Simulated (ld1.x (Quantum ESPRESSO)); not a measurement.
Pseudopotential generation for erbium: TM, LDA (PZ), fully relativistic.

ld1.x (Quantum ESPRESSO) 7.5 input, shortened:

```
&input
   title='Er', zed=68., rel=2, dft='PZ', iswitch=3,
   config='[Xe] 4f12 5d0 6s2 6p0', rel_dist='average'
 /
 &inputp
   pseudotype=2, tm=.true., lloc=1,
   nlcc=.false.
 /
4
5S  1  0   2.00   0.00  1.45  1.45  0.0
5D  3  2   0.00   0.00  3.40  3.40  0.0
4F  4  3  12.00   0.00  0.80  0.80  0.0
5P  2  1   6.00   0.00  2.15  2.15  0.0
 &test
   configts(1)='4f12 5s2 5p6 5d0 6s2 6p0'
 /
```

Open shells are filled in proportion to 2j + 1 (rel_dist='average').

Occupied shells without a wave of their own: 6s. They enter only through the test configuration that unscreens the potential.

**Question.** Does this generation succeed?

**Answer.** No. ld1.x (Quantum ESPRESSO) 7.5 stopped with "run_pseudo: Errors in PS-KS equation": the pseudo-atom solver did not find the valence states with the expected number of nodes, which is the usual sign of a ghost state. Before that it printed "Warning: n=4, l=3 expected 0 nodes, found 1".
